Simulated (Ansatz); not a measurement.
Basis sets compared for the cluster SnSe2⁻ (the lowest doublet isomer of a short search). The state is a doublet with charge -1. Geometry r2SCAN-D4/def2-TZVPD. Ansatz on 2 threads of Arm Neoverse V2 on a shared host; times are rough, and most runs start from earlier orbitals.

```xyz
3

Sn    0.6853   -0.0219    0.0722
Se   -0.5829   -0.4256    2.1110
Se   -0.1024    0.4474   -2.1832
```

In the def2 sets Sn takes a core potential; there is no spin–orbit coupling. The structure comes from a short search, and lower isomers may exist.

```
            level  functions  energy (Eh)  HOMO (eV)  LUMO (eV)  wall time
 PBE-D4/def2-SVPD        114   -5016.2665      -0.57       0.02      3.2 s
PBE0-D4/def2-SVPD        114   -5016.4193      -1.51       0.66      5.5 s
```

Estimate the rows for PBE-D4/def2-TZVPD (with forces), PBE0-D4/def2-TZVPD.


```tsv
level	functions	energy (Eh)	HOMO (eV)	LUMO (eV)	wall time
PBE-D4/def2-TZVPD (with forces)	170	-5016.8568	-0.54	0.05	6.5 s
PBE0-D4/def2-TZVPD	170	-5017.0093	-1.48	0.70	11 s
```
